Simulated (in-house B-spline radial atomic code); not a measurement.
How numerical settings move a run on neutral aluminium, [Ne] 3s2 3p1. Computed with an all-electron radial atomic-structure program (B-spline basis): Dirac-Kohn-Sham PBE, spherical fractional occupations, Fermi nucleus of rms radius 3.061 fm.

Command:
```bash
python run_scf.py task.json out
```
Settings of the sound reference run:
```
Z                13
electrons        13
configuration    [Ne] 3s2 3p1
hamiltonian      dirac
method           pbe,pbe
spin_polarised   False
nucleus          fermi
rms_radius       3.061
mass_number      27
atomic_mass      26.98154
speed_of_light   137.036
knot_spacing     0.22
spline_order     8
gauss_points     12
box_radius       50
max_iterations   70
damping          0.5
damped_steps     3
diis_vectors     10
tolerance        1e-08
start            Thomas-Fermi
```

Cost of the run: 1.1 s on 1 thread of Arm Neoverse V1, on a shared host.

It converges in 9 iterations to -242.684771 hartree, with 3p3/2 at -2.70657 eV. The other runs change the listed settings, some to values that make no sense; their results aren't properties of the atom or ion. Radii are in bohr (the nuclear one in fm), a minus after a letter asks for a j subshell, and «unchanged» means within 1e-8 hartree. The run stops when the residual is below 10 × tolerance × max(1, Z/10), or a noise floor if that is larger, and the energy moves by less than 1e-8 × √|E| hartree; so very loose and very tight tolerances often act alike.

```tsv
changed settings	outcome
max_iterations = 5, damping = 0.2, diis_vectors = 20, tolerance = 0.01	not converged after 5 iterations, last residual 7.8e-03, last energy +1.50e-03 hartree from the reference
damped_steps = 1	converged in 8 iterations, energy unchanged, 3p3/2 level +8.6e-07 eV
electrons = 14, configuration = [Ne] 3s2 3p1 4s-1, max_iterations = 50	stopped with error: j subshells need the Dirac Hamiltonian and l > 0
first_knot = 0.0231, max_iterations = 60, damping = 0.95	converged in 10 iterations, energy +2.18e-03 hartree from the reference, 3p3/2 level +6.9e-05 eV
damped_steps = 0	converged in 8 iterations, energy unchanged, 3p3/2 level -1.4e-06 eV
damped_steps = 30	converged in 19 iterations, energy unchanged, 3p3/2 level +3.7e-07 eV
electrons = 21, configuration = [Ne] 3s2 3p1 5s2 5p6, max_iterations = 60	converged in 12 iterations to -241.9195 hartree, a different physical problem (warning: 3p3/2 has a positive eigenvalue: unbound, held by the box)
start = bare nucleus	converged in 11 iterations, energy unchanged, 3p3/2 level -5.0e-07 eV
max_iterations = 5	not converged after 5 iterations, last residual 1.0e-03, last energy +8.07e-05 hartree from the reference
max_iterations = 12	converged in 9 iterations, energy unchanged
damped_steps = 8	converged in 12 iterations, energy unchanged, 3p3/2 level -1.0e-05 eV
```

Question: What happens with box_radius = 5, max_iterations = 50, damping = 0.95, tolerance = 0.001?

Answer: Converged in 8 iterations, energy +1.23e-01 hartree from the reference, 3p3/2 level +3.6e+00 eV (the program warns: 3p3/2 has a positive eigenvalue: unbound, held by the box; 3p1/2 has a positive eigenvalue: unbound, held by the box).

Question: What happens with method = hf, speed_of_light = 9.756963?

Answer: Stopped with error: Z/c is past the critical charge.

Question: What happens with max_iterations = 8, tolerance = 0.001?

Answer: Not converged after 8 iterations, last residual 2.7e-06, last energy +5.20e-10 hartree from the reference.

Question: What happens with max_iterations = 2?

Answer: Not converged after 2 iterations, last residual 7.5e-02, last energy +1.69e-01 hartree from the reference.
